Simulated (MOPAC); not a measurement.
A run for MOPAC: AM1 on CH2N2O (a complex), monomers drawn apart or pushed together.

```
AM1 1SCF PRECISE CHARGE=0 THREADS=1
CH2N2O

N     -0.34312846 1     0.10551158 1    -0.85592625 1
N      0.26455742 1    -0.08135483 1     0.03025079 1
C      0.55506891 1    -0.23337397 1     2.88052758 1
O     -0.49065510 1     0.03538206 1     3.40198307 1
H      0.82382967 1    -1.27011406 1     2.60058203 1
H      1.31216882 1     0.53976893 1     2.64712940 1
```

It printed:

```
*******************************************************************************
 **                                                                           **
 **                              MOPAC v23.2.5                                **
 **                                                                           **
 *******************************************************************************
 ** MOPAC's Digital Object Identifier: https://doi.org/10.5281/zenodo.6511958 **
 **                                                                           **
 ** Please cite the open-source release paper for use of this MOPAC version:  **
 ** J. E. Moussa and J. J. P. Stewart (2026)                                  **
 ** MOPAC: An open-source semiempirical molecular orbital program             **
 ** J. Open Source Softw., 11(119), 8025, https://doi.org/10.21105/joss.08025 **
 *******************************************************************************

                              AM1 CALCULATION RESULTS

 *******************************************************************************
 *  AM1        - The AM1 Hamiltonian to be used
 *
 *
 *
 *                 CHARGE ON SYSTEM = 0
 *
 *
 *
 *  PRECISE    - TIGHTER CRITERIA TO BE USED
 *  1SCF       - DO 1 SCF AND THEN STOP
 *  THREADS=1  - MULTI-THREADING NOT USED
 *  T=         - A TIME OF 172800.0 SECONDS REQUESTED
 *  DUMP=N     - RESTART FILE WRITTEN EVERY 7200.0 SECONDS REQUESTED
 *******************************************************************************
AM1 1SCF PRECISE CHARGE=0 THREADS=1
 CH2N2O

   ATOM   CHEMICAL          X               Y               Z
  NUMBER   SYMBOL      (ANGSTROMS)     (ANGSTROMS)     (ANGSTROMS)

     1       N         -0.34312846  *   0.10551158  *  -0.85592625  *
     2       N          0.26455742  *  -0.08135483  *   0.03025079  *
     3       C          0.55506891  *  -0.23337397  *   2.88052758  *
     4       O         -0.49065510  *   0.03538206  *   3.40198307  *
     5       H          0.82382967  *  -1.27011406  *   2.60058203  *
     6       H          1.31216882  *   0.53976893  *   2.64712940  *



          CARTESIAN COORDINATES

    NO.       ATOM           X           Y           Z

     1         N         -0.3431      0.1055     -0.8559
     2         N          0.2646     -0.0814      0.0303
     3         C          0.5551     -0.2334      2.8805
     4         O         -0.4907      0.0354      3.4020
     5         H          0.8238     -1.2701      2.6006
     6         H          1.3122      0.5398      2.6471

  H: (AM1): M.J.S. DEWAR ET AL, J. AM. CHEM. SOC. 107 3902-3909 (1985)
  C: (AM1): M.J.S. DEWAR ET AL, J. AM. CHEM. SOC. 107 3902-3909 (1985)
  N: (AM1): M.J.S. DEWAR ET AL, J. AM. CHEM. SOC. 107 3902-3909 (1985)
  O: (AM1): M.J.S. DEWAR ET AL, J. AM. CHEM. SOC. 107 3902-3909 (1985)

           Empirical Formula: C H2 N2 O  =     6 atoms



      MOLECULAR POINT GROUP   :   Cs


      RHF CALCULATION, NO. OF DOUBLY OCCUPIED LEVELS = 11


 -------------------------------------------------------------------------------
 AM1 1SCF PRECISE CHARGE=0 THREADS=1
 CH2N2O



     1SCF WAS SPECIFIED, SO BFGS WAS NOT USED
     SCF FIELD WAS ACHIEVED


                              AM1 CALCULATION
                                                       MOPAC v23.2.5 Linux




          FINAL HEAT OF FORMATION =        -18.78902 KCAL/MOL =     -78.61328 KJ/MOL


          COSMO AREA              =        101.57 SQUARE ANGSTROMS
          COSMO VOLUME            =         79.57 CUBIC ANGSTROMS

          IONIZATION POTENTIAL    =         10.611368 EV
          HOMO LUMO ENERGIES (EV) =        -10.611  0.866
          NO. OF FILLED LEVELS    =         11
          MOLECULAR WEIGHT        =         58.0396         POINT GROUP:  Cs

          MOLECULAR DIMENSIONS (Angstroms)

            Atom       Atom       Distance
            O     4    N     1     4.26104
            H     5    H     6     1.87518
            O     4    H     6     1.58582


          SCF CALCULATIONS        =          1





   ATOM   CHEMICAL          X               Y               Z
  NUMBER   SYMBOL      (ANGSTROMS)     (ANGSTROMS)     (ANGSTROMS)

     1       N         -0.34312846  *   0.10551158  *  -0.85592625  *
     2       N          0.26455742  *  -0.08135483  *   0.03025079  *
     3       C          0.55506891  *  -0.23337397  *   2.88052758  *
     4       O         -0.49065510  *   0.03538206  *   3.40198307  *
     5       H          0.82382967  *  -1.27011406  *   2.60058203  *
     6       H          1.31216882  *   0.53976893  *   2.64712940  *

                             CARTESIAN COORDINATES

   1    N       -0.343128460     0.105511580    -0.855926250
   2    N        0.264557420    -0.081354830     0.030250790
   3    C        0.555068910    -0.233373970     2.880527580
   4    O       -0.490655100     0.035382060     3.401983070
   5    H        0.823829670    -1.270114060     2.600582030
   6    H        1.312168820     0.539768930     2.647129400


           Empirical Formula: C H2 N2 O  =     6 atoms



      MOLECULAR POINT GROUP   :   Cs


                  EIGENVALUES
 -42.06818 -39.67729 -24.91908 -21.60140 -17.31028 -16.64037 -16.62948 -16.18729
 -14.87166 -14.42667 -10.61137   0.86595   0.91153   1.13682   3.37701   4.19056
   5.87764   6.27290


              NET ATOMIC CHARGES AND DIPOLE CONTRIBUTIONS

  ATOM NO.   TYPE          CHARGE      No. of ELECS.   s-Pop       p-Pop
    1          N           0.020093        4.9799     1.83831     3.14160
    2          N          -0.019387        5.0194     1.83628     3.18310
    3          C           0.157827        3.8422     1.27168     2.57050
    4          O          -0.278017        6.2780     1.90168     4.37633
    5          H           0.059742        0.9403     0.94026
    6          H           0.059742        0.9403     0.94026
 DIPOLE           X         Y         Z       TOTAL
 POINT-CHG.     1.631    -0.416    -0.939     1.927
 HYBRID         0.262    -0.067    -0.141     0.305
 SUM            1.893    -0.483    -1.080     2.232


          ATOMIC ORBITAL ELECTRON POPULATIONS

     Atom    s        px        py        pz
    1  N   1.83831   1.04244   0.99691   1.10224
    2  N   1.83628   1.05679   1.01260   1.11372
    3  C   1.27168   0.87567   0.95929   0.73554
    4  O   1.90168   1.24380   1.85476   1.27777
    5  H   0.94026
    6  H   0.94026

 **********************
 *                    *
 * JOB ENDED NORMALLY *
 *                    *
 **********************




 == MOPAC DONE ==
```

The run finished.

Cost: very roughly 0.03 core-seconds.
